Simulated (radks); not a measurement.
Task: The mean radii <r> (bohr) of the occupied orbitals of an atom or ion are listed with their occupations. Calculated with a radial shooting solver on a logarithmic mesh with Libxc functionals: scalar-relativistic Kohn-Sham, PBE, spin-polarised, spherical densities, finite nucleus; Fermi nuclear charge, rms radius of each element as measured or else 0.836 A^(1/3) + 0.57 fm.

orbital  occ.      <r>
1s up       1  0.07684
1s down     1  0.07683
2s up       1   0.3637
2s down     1   0.3636
2p up       3   0.3269
2p down     3   0.3269
3s up       1    1.094
3s down     1    1.099
3p up       3    1.156
3p down     1    1.166

Name the element and its charge. Open shells, if any, are filled with parallel spins first.

Result: Z = 20, calcium, charge +4: Ca4+ in [Ne] 3s2 3p4. The 1s radius gives Z: for a bare nucleus <r> = (2 gamma + 1)/(2Z) with gamma = sqrt(1 - (Z/c)^2), 0.07446 bohr for Z = 20, and screening makes it slightly larger (0.07684 here). The occupations add up to 16, and the charge is Z minus that.
